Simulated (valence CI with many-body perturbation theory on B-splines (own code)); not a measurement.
Values are calculated unless marked as measured or tabulated.
# Ladder of approximations for Pd31+

Level of theory: valence CI with perturbative core correlation (CI+MBPT): five valence electrons over a frozen Dirac-Fock core [Ne], a basis of 9 s, 9 p, 8 d, 6 f, 3 g, 1 h functions for each j, with the one-electron correlation potential Σ1, the two-electron term Σ2, the three-electron term Σ3, Breit, model QED; selected CI, second order for the rest (own B-spline code, finite nucleus).

No measured spectrum was set against this ion. As an estimate, large intervals hold to a few tenths of a per cent, small ones and those within an open d or f shell to about a per cent. Among the levels kept, up to 600 cm⁻¹ of a level comes from second order outside the variational space, and about a tenth of that is noise between levels of different J, which matters for small intervals.

Each rung adds one term. CI alone is the Dirac-Coulomb CI over the frozen core; QED comes last and gives the full result, which names the levels. Energies are above (3s^2 3p1/2^2 3p3/2) J=3/2 on the same rung, in cm⁻¹.

Levels are named by their leading jj configuration (3d3/2^4 stands for four electrons in 3d with j = 3/2), which in mixed levels can hold well under half, so a name can repeat and another be missing. Letters in brackets count levels of one name in rising energy.

```
                             Level  CI alone     Σ1     Σ2    Σ3   Breit    QED     Full
        (3s^2 3p1/2 3p3/2^2) J=3/2    253628   +411   +441  +119   -4317   +552   250834
        (3s^2 3p1/2 3p3/2^2) J=5/2    307047   +431   +246   -31   -5401   +560   302852
        (3s^2 3p1/2 3p3/2^2) J=1/2    371641   +434     +9  -267   -4330   +496   367983
              (3s^2 3p3/2^3) J=3/2    629180   +853   +513  -125   -9203  +1073   622291
        (3s 3p1/2^2 3p3/2^2) J=5/2    906369  -1029   +363  +805   -1109  -4765   900635
        (3s^2 3p1/2^2 3d3/2) J=3/2    968631  -1249   -997   -36   -1864  -1930   962555
        (3s 3p1/2^2 3p3/2^2) J=1/2   1047090   -962   -332  +547    -930  -4762  1040650
        (3s 3p1/2^2 3p3/2^2) J=3/2   1077110  -1039  -1146   +76   -2269  -3245  1069490
        (3s^2 3p1/2^2 3d5/2) J=5/2   1121130   -966  -2297  -772   -5363   -702  1111030
          (3s 3p1/2 3p3/2^3) J=3/2   1200960   -664   +107  +605   -5334  -3351  1192320
(3s^2 3p1/2 3p3/2 3d3/2) J=5/2 [a]   1236930   -834   -660   -19   -7159  -1295  1226960
(3s^2 3p1/2 3p3/2 3d3/2) J=3/2 [a]   1237680   -876   -984  -123   -6991   -714  1228000
(3s^2 3p1/2 3p3/2 3d3/2) J=1/2 [a]   1245190   -905  -1046  -213   -6212   -653  1236160
          (3s 3p1/2 3p3/2^3) J=5/2   1268270   -679   -568  +166   -7810  -1908  1257470
    (3s^2 3p1/2 3p3/2 3d3/2) J=7/2   1291710   -854  -1269  -556   -9163    -68  1279800
(3s^2 3p1/2 3p3/2 3d5/2) J=7/2 [a]   1317220   -565  -1276  -459   -9913    +56  1305060
          (3s 3p1/2 3p3/2^3) J=1/2   1365170   -635  -1716   +42   -6363  -2579  1353920
    (3s^2 3p1/2 3p3/2 3d5/2) J=9/2   1369360   -515  -1183  -699  -11951    +74  1355090
(3s^2 3p1/2 3p3/2 3d5/2) J=3/2 [a]   1379570   -591  -1666  -220   -8270  -1435  1367380
```

The middle columns are the shifts that each term adds.

Q: How does the ionisation energy move along the ladder, and which term matters most?

A: CI alone 1854.8, + Σ1 1855.6, + Σ2 1855.6, + Σ3 1855.3, + Breit 1854.3, + QED 1854.3 eV. The largest step is Breit, -0.9 eV, with Σ1 about as large (0.8). NIST lists 1869 ± 7 eV (semi-empirical).
